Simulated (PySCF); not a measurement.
# NMR data sheet: C₅H₆F₄O

* Formula: C5H6F4O
* SMILES: CO/C(F)=C/CC(F)(F)F
* InChI: InChI=1S/C5H6F4O/c1-10-4(6)2-3-5(7,8)9/h2H,3H2,1H3/b4-2+
* Point group of the computed structure: C1
* Degrees of unsaturation: 1
* Carbon signals: 5
* Proton signals: 3

Atoms are numbered as in `[CH3:1][O:2]/[C:3]([F:4])=[CH:5]/[CH2:6][C:7]([F:8])([F:9])[F:10]`. Each H is labelled by its parent atom.

PySCF 2.14 calculation with GFN2-xTB geometry and NMR shieldings at PBE0/pcSseg-1/GIAO; non-relativistic Hamiltonian, in vacuum, rapidly exchanging positions averaged, a single conformation.

Shifts are taken against calculated references (same method and geometry level): TMS for $^{1}$H (31.72 ppm), $^{13}$C (186.93 ppm); CFCl3 for $^{19}$F (170.95 ppm); $^{17}$O (336.08 ppm) against H2O.

| carbon | δC, type | δH (multiplicity) | HMBC from (2–3 bonds) | span of the C tensor (ppm) |
| --- | --- | --- | --- | --- |
| C1 | 55.0, CH3 | 3.93 (s) | – | 77 |
| C3 | 170.8, C | – | H(C5), H(C1), H(C6) | 151 |
| C5 | 72.8, CH | 4.08 (m) | H(C6) | 109 |
| C6 | 34.6, CH2 | 2.86 (m) | H(C5) | 42 |
| C7 | 135.1, C | – | H(C5), H(C6) | 9 |

Other nuclei:
```csv
atoms,nucleus,environment,δ (ppm),σ (ppm)
F8/F9/F10,$^{19}$F,fluorine of a CF3 group,-85.0,256.0
F4,$^{19}$F,vinylic fluorine,-104.1,275.1
O2,$^{17}$O,ether oxygen,101.1,235.0
```

- Carbon types of the structure: 2 × C, 1 × CH, 1 × CH2, 1 × CH3, which accounts for all hydrogens.
- δC 170.8: alkene carbon bearing oxygen; an sp2 carbon further deshielded by the attached heteroatom.
- δC 135.1: CF3 carbon; 3 electronegative neighbours deshield it.
- δC 72.8: β carbon of an enol-ether or enamine type C=C; the O or N lone pair pushes π density onto this β carbon and shields it.
- δH 3.93: hydrogen on a methyl carbon bonded to O; its carbon carries O, an electronegative neighbour.
- δH 2.86: hydrogen on an allylic sp3 CH2; allylic position.

Splittings by $^{19}$F in the carbon and heteronuclear signals aren't shown, as no couplings were computed. Shifts are as computed. Against solution values, carbons near 30 ppm lie about +3 ppm off and those near 130 ppm about +5 ppm. Of 1211 compounds with measured shifts, 218 miss one by over three times the rms of a fit or turn the order of signals round; such compounds aren't used in these exercises. Unscaled 19F shifts against computed CFCl3 carry errors that often reach 10 to 50 ppm. Experimental scales use liquid or dissolved standards, which lie at an offset from isolated H2O (liquid H2O: subtract about 36 ppm). No couplings were computed; multiplicities are counted from neighbouring protons, with m where these are inequivalent, close in shift, in a saturated or five-membered ring or joined by F or P, and br s for small geminal =CH2 splittings.
